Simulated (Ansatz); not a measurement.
Input file for `[SiH3][SiH2][SiH2][GeH2][SiH2][SiH3]`:

```yaml
crystal:
  periodic: [false, false, false]
  atoms:
    - {symbol: Si, position_ang: [-0.246585, -2.618466, -0.547709]}
    - {symbol: Si, position_ang: [1.422482, -1.145931, -1.266805]}
    - {symbol: Si, position_ang: [0.421140, 0.706503, -2.277212]}
    - {symbol: Ge, position_ang: [-1.122670, 1.692300, -0.754358]}
    - {symbol: Si, position_ang: [-0.122599, 2.040679, 1.382592]}
    - {symbol: Si, position_ang: [-0.154611, 0.119078, 2.715439]}
    - {symbol: H, position_ang: [-0.895788, -3.242626, -1.732388]}
    - {symbol: H, position_ang: [0.304695, -3.692144, 0.321298]}
    - {symbol: H, position_ang: [-1.285351, -1.873570, 0.213786]}
    - {symbol: H, position_ang: [2.343196, -1.843490, -2.208125]}
    - {symbol: H, position_ang: [2.220249, -0.672582, -0.101077]}
    - {symbol: H, position_ang: [1.446857, 1.721896, -2.645704]}
    - {symbol: H, position_ang: [-0.289890, 0.286267, -3.516967]}
    - {symbol: H, position_ang: [-1.618636, 3.039652, -1.315897]}
    - {symbol: H, position_ang: [-2.350598, 0.775152, -0.597651]}
    - {symbol: H, position_ang: [1.282964, 2.497273, 1.193081]}
    - {symbol: H, position_ang: [-0.860470, 3.119271, 2.098931]}
    - {symbol: H, position_ang: [0.357622, 0.431902, 4.077232]}
    - {symbol: H, position_ang: [-1.546972, -0.390126, 2.832933]}
    - {symbol: H, position_ang: [0.694976, -0.951020, 2.128581]}
basis:
  gaussian: {orbitals: def2-TZVPP}
correlation: {method: ccsd_t}
output: {orbitals: {seedname: orbitals}}
```

```sh
$ ansatz run in.yaml --threads 3 --pin off --events-out ev --progress --plain --backend cuda
```

The program prints (abridged):

```
Functional definition: HF
2586 factors; integrals over basis functions are off by at most 8.3e-4 eV
mean field evaluation 1: about -96004.0770 eV, gradient 2.3e1 eV
mean field evaluation 2: about -96004.4502 eV, gradient 2.3e1 eV
mean field evaluation 4: about -96007.9251 eV, gradient 4.3e0 eV
mean field evaluation 8: about -96007.9491 eV, gradient 2.1e-1 eV
mean field evaluation 16: about -96007.9494 eV, gradient 2.0e-6 eV
mean field -96007.94936898 eV, -3528.2270627848 hartree, gradient 2.0e-6 eV, S^2 0.000000; 0 other end points of the search recorded, 0 dependent functions left out
34 core orbitals not correlated: weight in the atoms' cores, before any rotation towards them, 1.000 or more for the frozen orbitals, at most 0.000 for the correlated occupied ones
reference -96007.94936898 eV, -3528.2270627848 hartree; 24, 24 occupied and 396, 396 virtual orbitals, 2586 factors
second order -24.59568914 eV of doubles, -0.00000000 eV of singles
cycle   1  -26.60949739 eV  change    -2.0e0 eV  update   1.4e-1
cycle   2  -27.63853396 eV  change    -1.0e0 eV  update   4.3e-2
cycle   3  -27.73613371 eV  change   -9.8e-2 eV  update   1.7e-2
cycle   4  -27.72644097 eV  change    9.7e-3 eV  update   5.0e-3
cycle   5  -27.72283609 eV  change    3.6e-3 eV  update   1.4e-3
cycle   6  -27.72195351 eV  change    8.8e-4 eV  update   4.3e-4
cycle   7  -27.72196282 eV  change   -9.3e-6 eV  update   1.1e-4
cycle   8  -27.72201256 eV  change   -5.0e-5 eV  update   3.7e-5
perturbative correction -1.04728804 eV, -0.0384871255 hartree
Total energy: -96036.71866958 eV, -3529.2843150813 hartree
```

It took 24 s on 3 threads of an AMD EPYC 7R13 on a shared host and a share of an NVIDIA H100 80 GB, with 2 GiB of host memory at the peak.

Correlation energy per correlated electron: -0.599 eV. T1 diagnostic: 0.0135.
